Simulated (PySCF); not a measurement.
PySCF input file for C3H8GeO3, SMILES [OH][Ge]([OH])([OH])[CH2]C=C (connectivity only; charge and spin as stated), charge +1, multiplicity 2, PBE-D3(BJ)/def2-SVP. The structure is a stationary point at PBE-D3(BJ)/def2-SVP. The values are those of a single conformer.

```python
import numpy as np
from pyscf import gto, scf, dft, df
from pyscf.hessian import thermo

mol = gto.M(
    atom='''
    O    -0.35720161    1.59668854    0.55424105
    Ge   -0.59034819   -0.09756077    0.11388489
    O    -1.67644772   -0.84914911    1.28620397
    O    -0.82406239   -0.43959274   -1.60326509
    C     1.34228241   -0.86442360    0.35864476
    C     2.03225131   -0.15287591   -0.67736703
    C     2.63018382    1.09720885   -0.49074275
    H    -1.01347026    1.92262791    1.20517178
    H    -2.09678430   -1.68366773    0.99064667
    H    -1.68629308   -0.14111319   -1.96037787
    H     1.55008304   -0.57843359    1.40722857
    H     1.17473019   -1.94496753    0.19178247
    H     2.05066260   -0.60213276   -1.68600877
    H     2.54171926    1.63368327    0.46847033
    H     3.20388283    1.57291887   -1.30187931
    ''',
    basis='def2-SVP',
    charge=1,
    spin=1,
    max_memory=1600,
    verbose=3,
)
mf = dft.UKS(mol, xc='pbe').density_fit(auxbasis='def2-universal-jkfit')
mf.disp = 'd3bj'
mf.grids.level = 3
mf.conv_tol = 1e-11
mf.max_cycle = 100
mf.kernel()
fine, coarse = mf.grids, dft.Grids(mol).set(level=1).build(with_non0tab=True)
for _ in range(3):  # follow internal instabilities
    mf.grids = coarse
    mo, _, stable, _ = mf.stability(return_status=True, nroots=4)
    mf.grids = fine
    if stable:
        break
    mf.kernel(mf.make_rdm1(mo, mf.mo_occ))

# analytic Hessian; the response equations are solved on a coarser grid
h, args, fine = mf.Hessian(), (mf.mo_energy, mf.mo_coeff, mf.mo_occ), mf.grids
h.max_memory = max(150, 2.5e-5 * df.make_auxmol(mol, mf.with_df.auxbasis).nao * mol.nelec[0] * (mol.nelec[0] + mol.nao))  # MB; small integral blocks
h1ao = h.make_h1(mf.mo_coeff, mf.mo_occ)
mf.grids = dft.Grids(mol).set(level=1).build(with_non0tab=True)
mo1, mo_e1 = h.solve_mo1(*args, h1ao)
mf.grids = fine
hess = h.hess_elec(*args, mo1, mo_e1, h1ao) + h.hess_nuc()
if mf.do_disp():
    hess += h.get_dispersion()
for i in range(mol.natm):  # the analytic DFT Hessian lacks the response of the grid: restore translational invariance
    hess[i, i] -= hess[i].sum(axis=0)
hess = (hess + hess.transpose(1, 0, 3, 2)) / 2
vib = thermo.harmonic_analysis(mol, hess, imaginary_freq=False)
thermo.dump_normal_mode(mol, vib)
th = thermo.thermo(mf, vib['freq_au'][vib['freq_au'] > 0], 298.15, 101325)
thermo.dump_thermo(mol, th)
g0 = mf.nuc_grad_method().set(verbose=0).kernel()

# dipole derivatives [dipole axis, atom, xyz] from the same response
r, irp = mol.intor('int1e_r'), mol.intor('int1e_irp').reshape(3, 3, mol.nao, mol.nao)
sl, dm0, ok = mol.aoslice_by_atom(), np.array(mf.make_rdm1()), []
dmu = np.einsum('a,xt->xat', mol.atom_charges(), np.eye(3))
for a, (_, _, p0, p1) in enumerate(sl):
    dmu[:, a] += 2 * np.einsum('xtij,ij->xt', irp[:, :, :, p0:p1], dm0.reshape(-1, mol.nao, mol.nao).sum(0)[:, p0:p1])
    for u, c, occ, f in zip(mo1, mf.mo_coeff, mf.mo_occ, (2, 2)):
        dmu[:, a] -= f * np.einsum('tui,xuv,vi->xt', u[a], r, c[:, occ > 0], optimize=True)
L = vib['norm_mode']
ir = 974.8801 * (np.einsum('xat,kat->kx', dmu, L) ** 2).sum(1)       # km/mol
apt = np.einsum('xax->a', dmu) / 3
print('mode   freq/cm-1   IR/(km/mol)')
for k, w in enumerate(vib['freq_wavenumber']):
    print(f'{k + 1:4d} {w:11.2f} {ir[k]:13.3f}')
print('max |gradient| / (hartree/bohr):', abs(g0).max())
print('APT charges:', apt.round(4))
```

Output:

```
[...]
       6   C                -0.08  0.02 -0.05    0.10 -0.01 -0.06    0.04 -0.09  0.07
       7   H                 0.00 -0.01  0.00   -0.01 -0.01  0.00    0.01  0.01  0.00
       8   H                 0.02  0.00 -0.02   -0.02  0.00  0.02    0.00  0.00 -0.01
       9   H                 0.02 -0.03 -0.10   -0.01  0.02  0.06    0.01 -0.01 -0.04
      10   H                 0.00 -0.26  0.12   -0.30 -0.12  0.13    0.24 -0.07 -0.03
      11   H                 0.00  0.10 -0.29    0.29 -0.04 -0.13    0.08  0.08 -0.20
      12   H                 0.31 -0.33  0.15   -0.07 -0.22  0.10    0.44 -0.20  0.12
      13   H                 0.33 -0.35  0.19   -0.40 -0.23  0.02   -0.12  0.21 -0.12
      14   H                 0.31 -0.07  0.18   -0.09  0.51  0.11   -0.40 -0.08 -0.23
Mode                                24                  25                  26
Irrep
Freq [cm^-1]                      981.9304           1012.7567           1192.0160
Reduced mass [au]                   1.2696              1.4805              1.7800
Force const [Dyne/A]                0.7212              0.8947              1.4902
Char temp [K]                    1412.7792           1457.1313           1715.0456
Normal mode                   x     y     z       x     y     z       x     y     z
       0   O                -0.00  0.00  0.00   -0.00  0.00  0.00   -0.00  0.00  0.00
       1  Ge                 0.00 -0.00  0.00    0.00  0.00  0.00    0.00 -0.00 -0.00
       2   O                -0.01 -0.00  0.00   -0.00 -0.00  0.00   -0.00 -0.00  0.00
       3   O                -0.00  0.00 -0.00    0.00 -0.00  0.00   -0.00  0.00 -0.00
       4   C                 0.12 -0.02 -0.01    0.05  0.09 -0.05    0.03 -0.00 -0.11
       5   C                -0.04  0.02 -0.02    0.05 -0.02  0.05   -0.04 -0.01  0.15
       6   C                 0.01 -0.00  0.01   -0.06 -0.08  0.02    0.01  0.01 -0.04
       7   H                 0.02  0.06 -0.00   -0.00  0.01 -0.00    0.00  0.01 -0.00
       8   H                -0.01 -0.00  0.01   -0.02  0.00  0.02   -0.00 -0.00  0.00
       9   H                 0.01 -0.02 -0.06   -0.00  0.00  0.01    0.00 -0.00 -0.01
      10   H                -0.57  0.18  0.06   -0.39 -0.01  0.06    0.30  0.33 -0.27
      11   H                -0.61  0.10 -0.01    0.38  0.09 -0.36   -0.11  0.02 -0.04
      12   H                 0.05 -0.08  0.03   -0.36  0.10 -0.00   -0.20 -0.25  0.27
      13   H                -0.05  0.05 -0.03   -0.03 -0.01 -0.02   -0.09 -0.17  0.06
      14   H                -0.02 -0.01 -0.01   -0.05 -0.24 -0.07    0.08  0.10  0.07
Mode                                27                  28                  29
Irrep
Freq [cm^-1]                     1242.7103           1351.1043           1427.0012
Reduced mass [au]                   1.4887              1.1920              1.3264
Force const [Dyne/A]                1.3546              1.2820              1.5914
Char temp [K]                    1787.9834           1943.9382           2053.1370
Normal mode                   x     y     z       x     y     z       x     y     z
       0   O                -0.00  0.00  0.00    0.00 -0.00 -0.00   -0.00 -0.00 -0.00
       1  Ge                -0.00  0.00 -0.00   -0.00  0.00  0.00   -0.00  0.00 -0.00
       2   O                -0.00 -0.00  0.00    0.00  0.00 -0.00    0.00 -0.00 -0.00
       3   O                 0.00 -0.00  0.00    0.00 -0.00  0.00    0.00  0.00  0.00
       4   C                 0.00  0.01 -0.01    0.00  0.01 -0.06   -0.04 -0.06  0.08
       5   C                -0.02 -0.09 -0.07    0.04  0.09 -0.01    0.03  0.02 -0.05
       6   C                 0.03  0.09  0.08   -0.00  0.01  0.02    0.03  0.07  0.03
       7   H                 0.00  0.01  0.00   -0.00 -0.01 -0.00    0.00 -0.00  0.00
       8   H                -0.00  0.00  0.00    0.00 -0.00 -0.00    0.00  0.00 -0.00
       9   H                -0.00  0.00  0.01   -0.00  0.00  0.00   -0.00  0.00  0.00
      10   H                -0.01 -0.06  0.01   -0.04 -0.38  0.07    0.08  0.38 -0.06
      11   H                 0.07  0.01 -0.05   -0.04 -0.07  0.51   -0.02  0.01 -0.41
      12   H                -0.34 -0.55  0.11   -0.17 -0.29  0.15   -0.07 -0.11 -0.01
      13   H                 0.20  0.39 -0.06   -0.17 -0.25  0.13   -0.22 -0.27  0.19
      14   H                 0.01  0.06  0.03   -0.10 -0.32 -0.23   -0.08 -0.37 -0.31
Mode                                30                  31                  32
Irrep
Freq [cm^-1]                     1503.7607           3026.0066           3085.6296
Reduced mass [au]                   2.7505              1.0557              1.0561
Force const [Dyne/A]                3.6645              5.6955              5.9245
Char temp [K]                    2163.5769           4353.7498           4439.5340
Normal mode                   x     y     z       x     y     z       x     y     z
       0   O                 0.00 -0.00 -0.00    0.00  0.00 -0.00    0.00 -0.00 -0.00
       1  Ge                -0.00  0.00  0.00   -0.00 -0.00  0.00   -0.00  0.00  0.00
       2   O                 0.00  0.00 -0.00    0.00  0.00 -0.00    0.00  0.00 -0.00
       3   O                 0.00  0.00 -0.00   -0.00 -0.00 -0.00   -0.00  0.00  0.00
       4   C                -0.03 -0.06  0.04    0.00 -0.04  0.05    0.00  0.00 -0.00
       5   C                 0.10  0.15 -0.04    0.00  0.00 -0.00    0.00  0.00 -0.00
       6   C                -0.06 -0.12 -0.00    0.00 -0.00 -0.00   -0.03 -0.06 -0.01
       7   H                -0.00 -0.00 -0.00   -0.00  0.00  0.00    0.00  0.00  0.00
       8   H                 0.01 -0.00 -0.01   -0.00 -0.00 -0.00    0.00  0.00  0.00
       9   H                -0.00 -0.00  0.00   -0.00  0.00 -0.00    0.00 -0.00  0.00
      10   H                 0.07  0.19 -0.05   -0.13 -0.19 -0.67   -0.00  0.00  0.00
      11   H                -0.06 -0.04 -0.09    0.10  0.65  0.11   -0.00 -0.01 -0.00
      12   H                -0.17 -0.24  0.14   -0.00  0.00  0.01    0.00  0.01  0.03
      13   H                 0.17  0.19 -0.16   -0.00  0.00  0.00   -0.06  0.35  0.63
      14   H                -0.02  0.13  0.19    0.00  0.00 -0.00    0.33  0.27 -0.48
Mode                                33                  34                  35
Irrep
Freq [cm^-1]                     3109.9413           3130.3718           3205.1923
Reduced mass [au]                   1.0954              1.1134              1.1210
Force const [Dyne/A]                6.2420              6.4281              6.7852
Char temp [K]                    4474.5132           4503.9080           4611.5581
Normal mode                   x     y     z       x     y     z       x     y     z
       0   O                 0.00 -0.00 -0.00    0.00 -0.00 -0.00   -0.00  0.00  0.00
       1  Ge                -0.00  0.00 -0.00    0.00  0.00  0.00    0.00  0.00  0.00
       2   O                 0.00 -0.00 -0.00   -0.00 -0.00 -0.00   -0.00 -0.00  0.00
       3   O                -0.00 -0.00 -0.00   -0.00  0.00 -0.00    0.00  0.00 -0.00
       4   C                 0.00  0.02  0.02    0.02  0.07  0.06    0.00  0.00 -0.00
       5   C                 0.00 -0.03 -0.07   -0.00  0.01  0.02    0.00  0.00  0.01
       6   C                -0.00  0.00  0.01   -0.00 -0.00 -0.00   -0.04 -0.00  0.09
       7   H                -0.00  0.00  0.00   -0.00  0.00  0.00   -0.00 -0.00 -0.00
       8   H                -0.00  0.00 -0.00   -0.00  0.00  0.00    0.00  0.00  0.00
       9   H                -0.00 -0.00  0.00    0.00 -0.00  0.00    0.00 -0.00  0.00
      10   H                -0.04 -0.05 -0.18   -0.12 -0.16 -0.58    0.00  0.00 -0.00
      11   H                -0.03 -0.21 -0.03   -0.10 -0.64 -0.10   -0.00 -0.00 -0.00
      12   H                -0.02  0.37  0.83    0.01 -0.12 -0.26   -0.00 -0.03 -0.06
      13   H                 0.00 -0.03 -0.05   -0.00  0.01  0.02    0.05 -0.30 -0.54
      14   H                 0.02  0.01 -0.02   -0.01 -0.01  0.01    0.37  0.30 -0.52
Mode                                36                  37                  38
Irrep
Freq [cm^-1]                     3680.3685           3681.3926           3686.3770
Reduced mass [au]                   1.0670              1.0674              1.0674
Force const [Dyne/A]                8.5150              8.5234              8.5466
Char temp [K]                    5295.2309           5296.7042           5303.8758
Normal mode                   x     y     z       x     y     z       x     y     z
       0   O                 0.04 -0.02 -0.04   -0.01  0.00  0.01    0.02 -0.01 -0.02
       1  Ge                 0.00  0.00 -0.00    0.00 -0.00 -0.00    0.00 -0.00  0.00
       2   O                -0.01 -0.02 -0.01   -0.02 -0.04 -0.01    0.02  0.03  0.01
       3   O                -0.01  0.00 -0.00    0.03 -0.01  0.02    0.04 -0.01  0.02
       4   C                -0.00 -0.00 -0.00   -0.00  0.00  0.00   -0.00  0.00 -0.00
       5   C                -0.00 -0.00  0.00    0.00  0.00 -0.00   -0.00 -0.00  0.00
       6   C                -0.00  0.00  0.00   -0.00 -0.00 -0.00    0.00  0.00  0.00
       7   H                -0.58  0.31  0.58    0.10 -0.05 -0.10   -0.25  0.13  0.25
       8   H                 0.15  0.30  0.10    0.31  0.61  0.20   -0.24 -0.47 -0.16
       9   H                 0.17 -0.06  0.07   -0.56  0.19 -0.24   -0.61  0.21 -0.27
      10   H                 0.00  0.00  0.00    0.00 -0.00 -0.00    0.00  0.00  0.00
      11   H                 0.00  0.00  0.00    0.00  0.00  0.00   -0.00 -0.00 -0.00
      12   H                 0.00 -0.00 -0.00   -0.00  0.00  0.00   -0.00 -0.00 -0.00
      13   H                 0.00 -0.00 -0.00    0.00 -0.00 -0.00   -0.00  0.00  0.00
      14   H                 0.00  0.00 -0.00   -0.00 -0.00  0.00    0.00  0.00 -0.00
temperature 298.1500 [K]
pressure 101325.00 [Pa]
Rotational constants [GHz] 3.01292 1.37062 1.29921
Symmetry number 1
Zero-point energy (ZPE) 0.10691 [Eh]   280693.135 [J/mol]
                           tot       elec      trans        rot        vib
Entropy [J/mol/K]       434.666      5.763    172.405    119.178    137.320
Cv [J/mol/K]            159.174      0.000     12.472     12.472    134.231
Cp [J/mol/K]            167.489      0.000     20.786     12.472    134.231
Internal energy [J/mol]                      3718.434   3718.434 302297.801
Internal energy [Eh]   -2420.22123  -2420.33920
Enthalpy [J/mol]                             6197.391   3718.434 302297.801
Enthalpy [Eh]          -2420.22029
Gibbs free energy [J/mol]                  -45205.074 -31814.582 261355.881
Gibbs free energy [Eh] -2420.26965
mode   freq/cm-1   IR/(km/mol)
   1       42.94         2.676
   2       65.39         8.365
   3      122.36         5.651
   4      151.47        15.455
   5      188.17        46.709
   6      206.60        76.675
   7      215.90        11.551
   8      228.45        42.205
   9      242.68        27.747
  10      291.29        66.428
  11      334.37        56.267
  12      372.51        55.953
  13      411.01         0.510
  14      491.70         7.830
  15      665.20        23.661
  16      721.63        57.187
  17      734.99        87.578
  18      737.69        23.399
  19      840.57       131.361
  20      870.98        43.100
  21      884.72        91.939
  22      904.18        23.837
  23      932.47         2.260
  24      954.38         2.595
  25      981.93        33.393
  26     1012.76        10.741
  27     1192.02         1.181
  28     1242.71        20.750
  29     1351.10        29.459
  30     1427.00        10.351
  31     1503.76        52.028
  32     3026.01        19.055
  33     3085.63         9.285
  34     3109.94         2.036
  35     3130.37        12.348
  36     3205.19         9.592
  37     3680.37       211.363
  38     3681.39       147.902
  39     3686.38       305.117
max |gradient| / (hartree/bohr): 8.165553664889519e-05
APT charges: [-0.6374  1.5197 -0.6681 -0.6793 -0.1719 -0.0503  0.1652  0.3347  0.365
  0.3281  0.0757  0.1051  0.0967  0.086   0.1309]
```

The calculation finished and met its thresholds.

Cost: roughly 8 core-minutes.
